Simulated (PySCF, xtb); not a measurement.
BO, SMILES [B]=O (connectivity only; charge and spin as stated), charge +1, multiplicity 1.

Harmonic wavenumbers (cm⁻¹) from xtb with GFN2-xTB at its own minimum, in rising order: 2311.

Problem. What does r2SCAN-D4/def2-TZVPD in PySCF 2.14.0 give at its own minimum? (An estimate is asked for; the answer gives what the named calculation found.)

Solution. 1929. Paired by order, the mean absolute difference is 381 cm⁻¹ and the zero-point energies are 3.3 and 2.8 kcal/mol.
